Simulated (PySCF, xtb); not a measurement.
CH₄O₄, SMILES OC(O)(O)O.

GFN2-xTB (xtb) at its own geometry gives an orbital gap of 14.07 eV and a dipole moment of 0.00 D.

Geometry optimised at B3LYP-D3(BJ)/def2-SVP. Other conformers were not sampled.

Question: What does M06-2X/def2-TZVP (PySCF) give? (Estimate from the structure and the level; the computed values follow.)

Answer: gap 12.12 eV (levels -10.70 and 1.42 eV), dipole 0.00 D.
